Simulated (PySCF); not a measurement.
Mass spectrum arithmetic for `C#C[SiH2]B(O)O`

Species: `C#C[SiH2]B(O)O`.

Calculated from tabulated atomic weights, isotope masses and abundances; no fragmentation.

Find the molar and monoisotopic masses of C2H5BO2Si.

For C2H5BO2Si, with standard atomic weights, 2 × 12.011 + 1 × 28.085 + 1 × 10.810 + 2 × 15.999 + 5 × 1.008 = 99.955 g/mol. From the most abundant isotopes (12C, 28Si, 11B, 16O, 1H), 2 × 12.000000 + 1 × 27.976927 + 1 × 11.009305 + 2 × 15.994915 + 5 × 1.007825 = 100.0152 u.

What cluster does the molecular ion M+• show when like nominal masses merge?

| nominal mass | m/z (centroid) | relative intensity |
| --- | --- | --- |
| 99 | 99.0183 | 24.4 |
| 100 | 100.0147 | 100.0 |
| 101 | 101.0155 | 8.2 |
| 102 | 102.0125 | 3.8 |
| 103 | 103.0164 | 0.1 |

Lines under 0.1 % of the tallest are left out. One electron mass, 0.00055 u, is taken off. Abundances used (%; other tables differ somewhat): 12C 98.93, 13C 1.07; 28Si 92.2297, 29Si 4.6832, 30Si 3.0872; 10B 19.9, 11B 80.1; 16O 99.757, 17O 0.038, 18O 0.205; 1H 99.9885, 2H 0.0115.

Which m/z would the protonated, sodiated and deprotonated molecule have?

[M+H]+ 101.0225, [M+Na]+ 123.0044, [M−H]− 99.0079, for the monoisotopic species (arithmetic only; whether such ions form is another matter).

What resolving power m/Δm just matches the spacing of the species with one 29Si and with one 13C?

They lie 0.00379 u apart at mass 101.01, so m/Δm is about 27000.

List the species in which a single atom is changed from its most abundant isotope.

Intensity in % of the monoisotopic species:

```json
{"isotope": "10B", "mass shift (u)": "-0.99637", "m/z": "99.0183", "intensity (%)": "24.84"}
{"isotope": "29Si", "mass shift (u)": "+0.99957", "m/z": "101.0142", "intensity (%)": "5.08"}
{"isotope": "13C", "mass shift (u)": "+1.00335", "m/z": "101.0180", "intensity (%)": "2.16"}
{"isotope": "17O", "mass shift (u)": "+1.00422", "m/z": "101.0189", "intensity (%)": "0.08"}
{"isotope": "2H", "mass shift (u)": "+1.00628", "m/z": "101.0209", "intensity (%)": "0.06"}
{"isotope": "30Si", "mass shift (u)": "+1.99684", "m/z": "102.0115", "intensity (%)": "3.35"}
{"isotope": "18O", "mass shift (u)": "+2.00425", "m/z": "102.0189", "intensity (%)": "0.41"}
```

Species under 0.02 % are left out.

What share of all molecules is the monoisotopic species?

0.9893^2 × 0.922297 × 0.801 × 0.99757^2 × 0.999885^5 = 71.91 %.
